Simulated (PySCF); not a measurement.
Ge(Cl)3(SH) (Cl₃GeHS), SMILES [SH][Ge]([Cl])([Cl])[Cl].

The structure is a stationary point at PBE-D3(BJ)/def2-SVP. The structure was generated by enumeration, and PubChem lists no compound with its InChIKey, so it may never have been made. Other conformers were not sampled.

These are PBE-D3(BJ)/def2-SVP in PySCF 2.14.0 values and carry that method's errors.

Frequencies are harmonic and unscaled.

Computed vibrational spectrum:
```csv
mode,ν (cm⁻¹),IR (km/mol),moving atoms (share of kinetic energy)
1,70,8.3,"H 49 %, Cl 41 %, S 10 %"
2,113,0.4,"Cl 63 %, S 33 %"
3,148,5.9,"Cl 65 %, Ge 23 %, S 10 %"
4,148,0.8,"Cl 61 %, H 28 %, Ge 11 %"
5,156,16.4,"S 38 %, Cl 27 %, H 21 %, Ge 14 %"
6,159,9.5,"Cl 61 %, Ge 25 %, S 14 %"
7,357,0.3,"Cl 65 %, S 34 %"
8,429,75.2,"Cl 60 %, Ge 40 %"
9,430,62.3,"Ge 41 %, S 33 %, Cl 24 %"
10,438,72.3,"Cl 60 %, Ge 39 %"
11,730,3.5,H 93 %
12,2609,2.7,H 97 %
```
